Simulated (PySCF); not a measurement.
# ECD: `C#C[C@H]1[C@@H]([O-])C1(F)F`, [C₅H₃F₂O]-, charge -1

Molfile (atoms numbered from 1):
```
C5H3F2O
     RDKit          3D

 11 11  0  0  0  0  0  0  0  0999 V2000
    2.2579   -1.1710    0.2411 C   0  0  0  0  0  0  0  0  0  0  0  0
    1.3300   -0.4050    0.2550 C   0  0  0  0  0  0  0  0  0  0  0  0
    0.2561    0.5045    0.2377 C   0  0  1  0  0  0  0  0  0  0  0  0
   -0.8656    0.5379   -0.9823 C   0  0  1  0  0  0  0  0  0  0  0  0
   -0.7969   -0.1198   -2.0542 O   0  0  0  0  0  0  0  0  0  0  0  0
   -1.1561    0.0075    0.3994 C   0  0  0  0  0  0  0  0  0  0  0  0
   -1.3727   -1.3045    0.7016 F   0  0  0  0  0  0  0  0  0  0  0  0
   -1.9517    0.7258    1.2836 F   0  0  0  0  0  0  0  0  0  0  0  0
    3.0615   -1.8437    0.2031 H   0  0  0  0  0  0  0  0  0  0  0  0
    0.4535    1.4656    0.7031 H   0  0  0  0  0  0  0  0  0  0  0  0
   -1.2104    1.6054   -1.0140 H   0  0  0  0  0  0  0  0  0  0  0  0
  1  2  3  0
  2  3  1  0
  3  4  1  0
  4  5  1  0
  4  6  1  0
  6  7  1  0
  6  8  1  0
  6  3  1  0
  1  9  1  0
  3 10  1  1
  4 11  1  6
M  CHG  1   5  -1
M  END
```

Theory: TDDFT CAM-B3LYP/def2-SVPD circular dichroism and optical rotation, one conformer, gas phase in PySCF. Geometry: GFN2-xTB.

For a gas-phase anion, states above the detachment energy (about 2.2 eV, taken as minus the energy of the highest occupied orbital) lie in the continuum and depend on the basis. Singlets 8 and 9 lie within 0.01 eV of each other, so their separate moments and overlaps can depend on how they mix.

Task: Assign R or S to each stereocentre.

Result: C3 S, C4 R.

Task: Which excitations and rotatory strengths does the calculation give?

Result: Rotatory strengths R in 10⁻⁴⁰ esu² cm², velocity form and length form (origin at the centre of mass); f in length form.
```csv
state,E (eV),λ (nm),f,R (velocity),R (length),main
1,4.39,282,0.005,-6.3,-6.9,"HOMO→LUMO 0.50, HOMO→LUMO+1 0.34"
2,4.90,253,0.016,+2.9,+3.4,"HOMO−1→LUMO 0.39, HOMO−1→LUMO+1 0.37"
3,5.03,247,0.009,+0.3,+1.0,"HOMO→LUMO+4 0.32, HOMO→LUMO+2 0.22"
4,5.18,239,0.044,+21.3,+16.7,"HOMO→LUMO+1 0.35, HOMO→LUMO+3 0.29"
5,5.42,229,0.036,+14.9,+14.6,"HOMO→LUMO+4 0.22, HOMO→LUMO+5 0.15"
6,5.57,223,0.041,-0.6,+0.8,"HOMO→LUMO+2 0.31, HOMO−1→LUMO+3 0.29"
7,5.63,220,0.103,-22.6,-23.1,"HOMO→LUMO+3 0.24, HOMO→LUMO+2 0.17"
8,5.82,213,0.022,-18.3,-15.1,"HOMO→LUMO+5 0.46, HOMO→LUMO+6 0.20"
9,5.82,213,0.028,-2.5,-2.6,"HOMO−1→LUMO 0.23, HOMO−1→LUMO+2 0.21"
10,5.99,207,0.026,+45.3,+44.6,"HOMO−1→LUMO+5 0.18, HOMO→LUMO+4 0.15"
11,6.05,205,0.010,+5.6,+6.2,"HOMO−1→LUMO+2 0.53, HOMO→LUMO+6 0.13"
12,6.14,202,0.037,+0.6,+2.4,"HOMO→LUMO+6 0.26, HOMO−1→LUMO+4 0.24"
13,6.41,194,0.087,-47.2,-46.6,"HOMO−1→LUMO+6 0.57, HOMO−1→LUMO+4 0.10"
14,6.53,190,0.010,+2.2,+1.6,"HOMO−1→LUMO+4 0.24, HOMO→LUMO+7 0.22"
15,6.65,186,0.020,+5.0,+4.3,"HOMO→LUMO+7 0.48, HOMO−1→LUMO+6 0.11"
16,6.73,184,0.0007,+2.1,+1.2,"HOMO−2→LUMO 0.16, HOMO−2→LUMO+3 0.14"
```

For state 6 the two forms differ in sign, so the sign of R isn't settled.

Among the states computed, the strongest CD band (largest |R|) is state 13. The largest dissymmetry factor in size, g = 4R/(D+G), with D and G the electric and magnetic dipole strengths, is +0.038 for state 16 (velocity form, f = 0.0006), among bands with |R| over 0.5. The mirror image has the same energies and oscillator strengths and all R with the opposite sign.
